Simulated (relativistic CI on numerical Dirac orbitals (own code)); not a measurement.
Fe3+ in a cubic cluster: L2,3 absorption with charge transfer

Computed with a charge-transfer multiplet model of a cubic metal-ligand cluster with up to 3 ligand holes, Slater and spin-orbit integrals from Dirac-Coulomb-Breit ions, Slater integrals scaled by 0.8. The ground state mixes d5 with configurations of k ligand holes L, whose averages lie at kΔ + k(k − 1)U_dd/2; a core hole lowers each added d electron by U_cd. 20 K, Lorentzian 0.4 eV and Gaussian 0.3 eV FWHM.

Atomic integrals in eV (Slater integrals scaled, ζ unscaled), ground: F2dd 9.587, F4dd 5.993, zeta_d 0.056; with the core hole: F2dd 10.208, F4dd 6.385, zeta_d 0.075, zeta_core 8.130, F2cd 5.984, G1cd 4.514, G3cd 2.566.

Cluster parameters (eV): Δ = 3.9, U_dd = 6.9, 10Dq = 1.35, 10Dq(ligand) = 0.6, V(eg) = 2.45, V(t2g) = -1.28, final-state hopping factor = 1.

| Case | n_d | d5 | d6L | d7L2 | d8L3 | S |
| --- | --- | --- | --- | --- | --- | --- |
| U_cd = 7.9 eV | 5.25 | 0.76 | 0.22 | 0.01 | 0.00 | 2.50 |
| U_cd = 8.5 eV | 5.25 | 0.76 | 0.22 | 0.01 | 0.00 | 2.50 |
| U_cd = 9.1 eV | 5.25 | 0.76 | 0.22 | 0.01 | 0.00 | 2.50 |

Weights, n_d and S are thermal averages at 20 K. Photon energies count from the first peak over 30 % of the highest in each spectrum, which can be another peak from case to case. The parameters are a model scan and need not match a compound or its usual spin state. Peaks in eV (height, largest 100):
- U_cd = 7.9 eV: 0.0 (36), 2.0 (100), 3.2 (25), 4.9 (8), 5.8 (7), 13.1 (13), 15.1 (20), 16.3 (13)
- U_cd = 8.5 eV: 0.0 (36), 2.0 (100), 3.1 (25), 5.6 (7), 6.8 (5), 13.2 (13), 15.1 (19), 16.2 (12)
- U_cd = 9.1 eV: 0.0 (36), 2.0 (100), 5.3 (8), 6.6 (6), 13.2 (14), 15.1 (19), 16.2 (12)

For the case U_cd = 7.9 eV, Δ = 3.9 eV is smaller than U_dd = 6.9 eV, the charge-transfer side of the Zaanen-Sawatzky-Allen scheme. With the core hole the configuration with one ligand hole lies at Δ + U_dd − U_cd = 2.9, 2.3, 1.7 eV from the one without, in the order of the table; where this is negative the screened configuration lies lower, though the effective hopping of about 4.0 eV (from the holes of the mixed ground state) mixes the two strongly wherever it is as large as the gap.
